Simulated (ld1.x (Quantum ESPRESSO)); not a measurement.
**Tl: one change to a TM potential, before and after**

thallium, norm-conserving Troullier–Martins (Kleinman–Bylander form), made with ld1.x (Quantum ESPRESSO) 7.5 (revPBE, scalar-relativistic). Core [Xe] 4f14, reference 5d10 6s2 6p1. Waves: 6p (bound): rc 2.05 bohr; 5d (bound): rc 2.05 bohr; 6s (bound): rc 1.80 bohr. Local part: the s channel. Core correction: a·sin(br)/r model core, default radius (core density twice the valence density).

Change: wave 6p (bound): rc 2.05 bohr becomes 6p (bound): rc 2.34 bohr.

Cutoffs: the cutoffs (Ry, on a coarse ladder) from which the occupation-weighted sum of valence levels, in a spherical-Bessel basis at the reference potential, stays within 10 and 1 mRy of its value at 400 Ry; they do not see the model core or the augmentation charge, which bear on the density cutoff. Errors are all-electron minus pseudo energies relative to the spin-unpolarised reference configuration.

Problem. What does the change do?

Solution. The potential gets neither clearly harder nor softer (50 Ry and 80 Ry → 50 Ry and 80 Ry); the d channel sets the loose cutoff, while the largest relative change is in p, which becomes softer; of the 7 tests that both files solve, the error grows in 3 and shrinks in 0 by more than 15 % and 0.3 meV (median size 5.8 → 5.9 meV); neither file shows a bound ghost. More of the atom is replaced by a form fitted at one configuration, so other configurations suffer.

| quantity | base | changed |
| --- | --- | --- |
| cutoff, loose | 50 Ry | 50 Ry |
| cutoff, tight | 80 Ry | 80 Ry |
| loose cutoff by channel (10 mRy a level) | p 18 Ry, d 40 Ry, s 18 Ry | p 6 Ry, d 40 Ry, s 18 Ry |
| bound ghosts | none | none |
| error for 5d10 6s2 6p0, meV [ΔE 5.07 eV] | -3.6 | -4.8 |
| error for 5d10 6s1 6p0, meV [ΔE 25.72 eV] | -23 | -25 |
| error for 5d10 6s0 6p0, meV [ΔE 55.70 eV] | -82 | -84 |
| error for 5d10 6s0 6p3, meV [ΔE 15.20 eV] | -12 | -16 |
| error for 5d10 6s2 6p1.3, meV [ΔE -0.47 eV] | +0.3 | +0.3 |
| error for 5d10 6s1 6p2, meV [ΔE 7.41 eV] | -3.9 | -4.5 |
| error for 5d10 6s1 6p1, meV [ΔE 13.35 eV] | -5.8 | -5.9 |
